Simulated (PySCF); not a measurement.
Cr: ionisation energy

Cr [Ar] 3d5 4s1 (7S) → Cr⁺ [Ar] 3d5 (6S), as a difference of total energies. Computed with PySCF 2.14 in cc-pVTZ-DK, with scalar relativity by spin-free X2C-1e. Correlated levels: valence: [Ar] frozen. The calculations carry no spin-orbit coupling.

```csv
method,ionisation energy (eV)
UHF,6.005
PBE,7.397
PBE0,7.057
MP2 (valence),6.483
SCS-MP2 (valence),6.164
```

Task: How much does correlation contribute at MP2 (valence)?

Result: 6.483 − (6.005) = 0.478 eV, measured against UHF.

Errors of the correlated levels include the incompleteness of this basis and the frozen core.

For comparison: 6.767 eV (measured; NIST Atomic Spectra Database, ionization energies).
